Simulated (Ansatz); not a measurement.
`F[Si](Cl)(Cl)[O][GeH3]` + H₂Te → `[GeH3][TeH]` + `O[Si](F)(Cl)Cl` at 500 K and 1 bar (ligand exchange at a Ge–O bond).

Isolated molecules relaxed with PBE0-D4/def2-TZVP in Ansatz; ΔE leaves out vibrations. CBS: MP2 limit from def2 TZ/QZ plus the TZ coupled-cluster correction, frozen cores. def2 core potentials past Kr. For Ge, Te outer-core shells are correlated without core-valence functions, which leaves a few kJ/mol of doubt a bond. Scalar relativity is left out up to krypton. Each species was taken in one conformer, which may not be the lowest.

| species | CCSD(T)/CBS energy (Eh) | H − E (kJ/mol) | S (J/(mol·K)) |
| --- | --- | --- | --- |
| `F[Si](Cl)(Cl)[O][GeH3]` | -3461.76595 | 147.9 | 497.6 |
| H₂Te | -268.91024 | 48.9 | 247.6 |
| `[GeH3][TeH]` | -2346.24724 | 110.0 | 352.4 |
| `O[Si](F)(Cl)Cl` | -1384.43664 | 95.1 | 392.9 |

H − E and S are ideal-gas, rigid-rotor, harmonic terms from PBE0-D4/def2-TZVP, for one conformer and one mirror image of each species. 1 Eh = 2625.50 kJ/mol, R = 8.31446 J/(mol·K).

Task: By hand: ΔE, ΔH, ΔS and ΔG.

Result: ΔE = (-2346.24724) + (-1384.43664) − (-3461.76595) − (-268.91024) = -0.00769 Eh = -20.2 kJ/mol. Δ(H − E) = 110.0 + 95.1 − 147.9 − 48.9 = 8.3, so ΔH = -11.9 kJ/mol. ΔS = 352.4 + 392.9 − 497.6 − 247.6 = 0.1 J/(mol·K). ΔG = -11.9 − 500 × (0.1)/1000 = -12.0 kJ/mol.

Task: By hand: the equilibrium constant, and the temperature at which ΔG would vanish if ΔH and ΔS stayed fixed.

Result: log₁₀ K = −ΔG/(RT ln 10) = 1.3. ΔH and −TΔS have one sign here, so there is no such temperature. One of them is within its doubt of zero, so this could turn.

The number of gas molecules stays the same, so ΔS is small and ΔH decides. A doubt of 5 kJ/mol in ΔE shifts log₁₀ K by 0.5 here. Other conformers and mirror images would add mixing entropy, several J/(mol·K) or more a flexible species. Modes under 60 cm⁻¹, often nearly free rotors, make the harmonic entropy too high. These are equilibria of isolated gas molecules and say nothing of rates. Largest T1 diagnostic: 0.011 (customary marks: 0.02 for closed shells, 0.045 for open ones).
